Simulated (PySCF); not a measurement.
4-ethynylpyridine, C7H5N.
Numbering: `[CH:1]#[C:2][c:3]1[cH:4][cH:5][n:6][cH:7][cH:8]1`

Definitions: NICS(0) = −σiso at the ring centroid; NICS(1) = −σiso and NICS(1)zz = −σzz at ±1 Å along the ring normal z. Level: GIAO PBE0/pcSseg-1 (PySCF, non-relativistic, gas phase) on the GFN2-xTB geometry, one conformer.

Ring bond lengths (Å), with Mayer bond orders in brackets: C3–C4 1.396 (1.39), C4–C5 1.384 (1.41), C5–N6 1.323 (1.47), N6–C7 1.323 (1.47), C7–C8 1.384 (1.41), C8–C3 1.396 (1.39).

Question: What do the NICS probes read (ppm)?

Answer: 
| ring | type | NICS(0) | NICS(1), two faces | NICS(1)zz, two faces | rms pucker (Å) | centre to ring atoms, mean (Å) |
| --- | --- | --- | --- | --- | --- | --- |
| C3–C4–C5–N6–C7–C8 | 6-membered ring with N; formal bonds all aromatic | -7.3 | -11.0 / -11.0 | -27.4 / -27.4 | 0.00 | 1.37 |

Question: What can be read from them?

Answer: 
- C3–C4–C5–N6–C7–C8: mean NICS(1)zz -27.4 ppm, shielded. The ring is flat and has no four-coordinate atom; by the NICS criterion it is aromatic.

Question: And the bond-length index? HOMA = 1 − mean of α(R − Ropt)² over the ring bonds, with Krygowski's 1993 parameters (CC: Ropt 1.388 Å, α 257.7 Å⁻²; CN: Ropt 1.334 Å, α 93.52 Å⁻²).

Answer: 
- C3–C4–C5–N6–C7–C8: HOMA 0.99; the largest term is that of C8–C3, α(R − Ropt)² = 0.02. The geometric and the magnetic index point the same way.

The run took 16 s wall on one thread, Arm Neoverse V2 (shared host). This is the whole shielding run at PBE0/pcSseg-1, SCF included.
